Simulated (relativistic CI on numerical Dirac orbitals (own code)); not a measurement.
Radial Dirac CI calculation of Br²⁺.

Command:

```sh
python run_levels.py task.json out
```

Input:

```
atom Br  Z=35  charge=2  electrons=33
nucleus A=79  rms_radius_fm=4.1629
hamiltonian dirac-coulomb  breit=on  qed=on  c_scale=1
orbitals kli  potential=per-configuration
slater_scale 1
correlation none
mixing on
grid step=0.0125 r_max=49.7
scf mixing=0.4 start=green max_iterations=150 tolerance=2e-08 node_fill=0.05
configurations
  [Ar] 3d10 4s2 4p3
  [Ar] 3d10 4s 4p4
  [Ar] 3d10 4s2 4p2 4d
end
```

Output:

```
SCF 1: [Ar] 3d10 4s2 4p3
 iter      energy (Ha)   residual   last orbital (Ha)
    1     -2590.639047   2.16e+00     -2.05861
    2     -2602.504431   6.81e-01     -1.43439
    3     -2603.730670   1.02e-01     -1.20992
    4     -2603.774058   6.81e-02     -1.23169
    5     -2603.782647   1.15e-02     -1.21227
    6     -2603.783385   4.14e-04     -1.21901
    7     -2603.783458   7.68e-04     -1.21864
    8     -2603.783423   7.61e-05     -1.21838
    9     -2603.783427   1.87e-05     -1.21839
   10     -2603.783428   1.09e-06     -1.21839
   11     -2603.783428   9.02e-09     -1.21839
SCF 2: [Ar] 3d10 4s 4p4
 iter      energy (Ha)   residual   last orbital (Ha)
    1     -2590.120629   2.16e+00     -2.05861
    2     -2601.979901   6.72e-01     -1.42439
    3     -2603.188186   1.02e-01     -1.20020
    4     -2603.228805   6.53e-02     -1.22428
    5     -2603.236674   1.02e-02     -1.20548
    6     -2603.237312   3.53e-04     -1.21159
    7     -2603.237372   7.33e-04     -1.21133
    8     -2603.237342   5.91e-05     -1.21107
    9     -2603.237345   1.58e-05     -1.21107
   10     -2603.237346   1.16e-06     -1.21107
   11     -2603.237346   1.90e-09     -1.21107
SCF 3: [Ar] 3d10 4s2 4p2 4d
 iter      energy (Ha)   residual   last orbital (Ha)
    1     -2590.191635   2.15e+00     -1.03631
    2     -2601.923859   6.64e-01     -0.66735
    3     -2603.097849   9.58e-02     -0.57155
    4     -2603.133751   6.61e-02     -0.58289
    5     -2603.141362   4.52e-03     -0.57555
    6     -2603.141610   1.91e-04     -0.57715
    7     -2603.141648   5.12e-04     -0.57720
    8     -2603.141622   1.00e-04     -0.57712
    9     -2603.141627   4.27e-06     -0.57714
   10     -2603.141627   1.63e-06     -0.57714
   11     -2603.141627   4.00e-08     -0.57714
   12     -2603.141627   5.37e-10     -0.57714
orbital energies (Ha): 3s -9.9154  3p1/2 -7.7020  3p3/2 -7.4520  3d3/2 -3.6128  3d5/2 -3.5731  4s -1.7197  4p1/2 -1.2411  4p3/2 -1.2184
configuration averages (Ha): Dirac-Coulomb, Breit, QED
  4s2 4p3                      -2603.783428    1.292442    0.868160
  4s 4p4                       -2603.237346    1.292411    0.867372
  4s2 4p2 4d                   -2603.141627    1.291826    0.868215
levels: no., configuration, term, J, E (cm-1), weight
   1 4s2 4p3                4S*  3/2              0.0  0.99
   2 4s2 4p3                2D*  3/2          19495.5  0.94
   3 4s2 4p3                2D*  5/2          20403.3  1.00
   4 4s2 4p3                2P*  1/2          33706.3  1.00
   5 4s2 4p3                2P*  3/2          35029.6  0.93
   6 4s 4p4                 4P   5/2          95718.1  0.85
   7 4s 4p4                 4P   3/2          98222.6  0.85
   8 4s 4p4                 4P   1/2          99483.8  0.85
   9 4s 4p4                 2D   3/2         123720.1  0.65
  10 4s 4p4                 2D   5/2         124361.2  0.66
  11 4s2 4p2 4d             2P   3/2         134489.0  0.77
  12 4s2 4p2 4d             2P   1/2         136951.6  0.75
  13 4s2 4p2 4d             4F   3/2         138172.6  0.96
  14 4s2 4p2 4d             4F   5/2         139095.8  0.94
lowest total energy -2601.715760 Ha
end: converged
```

With so few configurations and no correlation, terms lie too far apart (by 10 to 50 % or more near neutrality), their order can be wrong, and levels of other configurations are missing.
